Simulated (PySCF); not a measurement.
# Whose spectrum? (substituted PAH)

All values: TDA PBE0/def2-SVP, gas phase, PySCF SCF with an in-house response code, fitting set def2-universal-JFIT up to Ne and JKFIT beyond, grid level 1 (kernel 0), vertical, one conformer each, geometries GFN2-xTB; core orbitals frozen in the response, virtual orbitals above 1.5 Eh left out. The lowest 6 singlets were sought, and the brightest is taken among them. The runs took 0.6 to 1 CPU minutes each on shared server CPUs.

Some members have dark charge-transfer states, which this functional places too low. Spin-orbit coupling is left out, which matters for the heavier atoms here.

One system has its HOMO at -6.37 eV, its LUMO at -1.32 eV and these singlet states:

| state | eV | f |
| --- | --- | --- |
| S1 | 4.13 | 0.002 |
| S2 | 4.48 | 0.107 |
| S3 | 4.87 | 0.000 |
| S4 | 4.94 | 0.002 |
| S5 | 4.99 | 0.000 |
| S6 | 5.13 | 0.214 |

Q: Which is it?
A. C[Si](C)(C)C#Cc1cccc2c1ccc1ccccc12 (C19H18Si)
B. c1ccc2c(c1)ccc1c(-c3ccncc3)cccc12 (C19H13N)
C. [CH3][Sn]([CH3])([CH3])[c]1cccc2ccc3ccccc3c12 (C17H18Sn)
D. CB(C)c1ccc2c(ccc3ccccc32)c1 (C16H15B)

A: B.

Q: How do the candidates compare?

A: 
| system | HOMO / eV | LUMO / eV | S1 / eV | f(S1) | brightest state sought / eV |
| --- | --- | --- | --- | --- | --- |
| CB(C)c1ccc2c(ccc3ccccc32)c1 | -6.28 | -1.67 | 3.81 | 0.021 | 4.98 |
| C[Si](C)(C)C#Cc1cccc2c1ccc1ccccc12 | -6.16 | -1.50 | 3.97 | 0.031 | 5.03 |
| [CH3][Sn]([CH3])([CH3])[c]1cccc2ccc3ccccc3c12 | -6.17 | -1.19 | 4.07 | 0.002 | 5.18 |
| c1ccc2c(c1)ccc1c(-c3ccncc3)cccc12 | -6.37 | -1.32 | 4.13 | 0.002 | 5.13 |
